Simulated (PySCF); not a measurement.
Run record for `CC[C@@H]1CC[C@H]1C`: B3LYP/def2-SVPD, full TDDFT, 6 singlets.

Method: TDDFT B3LYP/def2-SVPD, vertical, gas phase, core orbitals frozen in the response (PySCF 2.14.0, density-fitted response routines). Geometry: GFN2-xTB. The input is one job of a driver script: a line of settings, then coordinates in Å.

Command:
```bash
OMP_NUM_THREADS=1 python probes_run.py task.json out
```

Input:
```
{"job": {"kind": "uv", "xc": "B3LYP", "basis": "def2-SVPD", "nstates": 6, "ntriplets": 0, "tda": false}, "charge": 0, "multiplicity": 1}
C      2.653388    -0.613106    -0.101276
C      1.211108    -1.024497     0.172573
C      0.226857     0.068239    -0.214910
C      0.199388     1.330680     0.666264
C     -1.331031     1.235045     0.736647
C     -1.260029    -0.175893     0.124517
C     -2.195574    -0.473323    -1.032272
H      3.340294    -1.405310     0.188397
H      2.905336     0.283703     0.460362
H      2.796100    -0.404946    -1.159572
H      1.095133    -1.253559     1.234827
H      0.976415    -1.932207    -0.389469
H      0.354900     0.317883    -1.270520
H      0.602285     2.238062     0.221404
H      0.674404     1.170196     1.632298
H     -1.770594     1.305611     1.729558
H     -1.829245     1.945508     0.079701
H     -1.364811    -0.950080     0.887925
H     -2.099865     0.284923    -1.806990
H     -1.964262    -1.443038    -1.469024
H     -3.229117    -0.486948    -0.690911
```

Output:
```
coarse grid: 16288 points
cycle   1  E = -274.8439689104  dE =  5.365e-01  |g| = 5.062e-01  |ddm| = 8.774e+00
cycle   2  E = -274.8078387492  dE =  3.613e-02  |g| = 6.331e-01  |ddm| = 2.404e+00
cycle   3  E = -274.9180224580  dE = -1.102e-01  |g| = 4.827e-02  |ddm| = 1.343e+00
cycle   4  E = -274.9184005931  dE = -3.781e-04  |g| = 2.782e-02  |ddm| = 2.486e-01
cycle   5  E = -274.9185854194  dE = -1.848e-04  |g| = 5.030e-03  |ddm| = 6.812e-02
cycle   6  E = -274.9185915509  dE = -6.131e-06  |g| = 6.778e-04  |ddm| = 1.558e-02
final grid: 153664 points
cycle   7  E = -274.9773024339  dE = -7.431e-05  |g| = 7.021e-03  |ddm| = 2.756e-01
cycle   8  E = -274.9772948943  dE =  7.540e-06  |g| = 8.799e-03  |ddm| = 3.816e-02
cycle   9  E = -274.9773156785  dE = -2.078e-05  |g| = 4.820e-04  |ddm| = 2.012e-02
cycle  10  E = -274.9773157243  dE = -4.581e-08  |g| = 2.284e-04  |ddm| = 2.129e-03
cycle  11  E = -274.9773157369  dE = -1.260e-08  |g| = 2.745e-05  |ddm| = 4.932e-04
cycle  12  E = -274.9773157371  dE = -1.866e-10  |g| = 5.937e-06  |ddm| = 1.181e-04
converged SCF energy = -274.9773157371

Static polarisability (au): isotropic 82.866, principal 73.117 82.243 93.237

Singlet excitations
state   eV       nm        f      main configurations
  1   7.5227    164.8   0.02779   H->L 0.98
  2   7.6072    163.0   0.00496   H-1->L 0.95
  3   7.7855    159.3   0.00171   H->L+1 0.80, H->L+2 0.18
  4   7.8751    157.4   0.00664   H-1->L+1 0.79, H-1->L+2 0.16
  5   7.9002    156.9   0.00211   H->L+2 0.81, H->L+1 0.17
  6   7.9838    155.3   0.01361   H-1->L+2 0.82, H-1->L+1 0.15
```

The SCF starts on a coarse grid where the log names one; the energy can jump when the final grid takes over, and dE then counts from the start density on the new grid. H and L stand for HOMO and LUMO; the number after each pair is its weight.

Q: Give S1 in cm⁻¹ and kJ/mol.

A: 7.5227 eV × 8065.54 = 60675 cm⁻¹; × 96.485 = 725.8 kJ/mol.

Q: Give the mean polarisability as a volume in Å³, and the ratio of the largest to the smallest principal value.

A: 82.866 au × 0.148185 = 12.28 Å³; 93.237/73.117 = 1.28.

In short: SCF converged in 12 cycles with 252 basis and 847 fitting functions; HOMO -7.80 eV, LUMO 0.59 eV; lowest singlet 7.52 eV; mean polarisability 82.9 au.

Q: Estimate the wall time. Hardware: one thread, Intel Xeon 6975P-C (x86_64), no GPU, shared host with 192 logical CPUs at a one-minute load of 92. And the peak memory of the process?

A: About 30 s, with 0.95 GiB resident at the peak, the Python interpreter and its libraries included.

The values belong to the conformer `[CH3:1][CH2:2][C@@H:3]1[CH2:4][CH2:5][C@H:6]1[CH3:7]`: C1–C2–C3–C4 -71°.
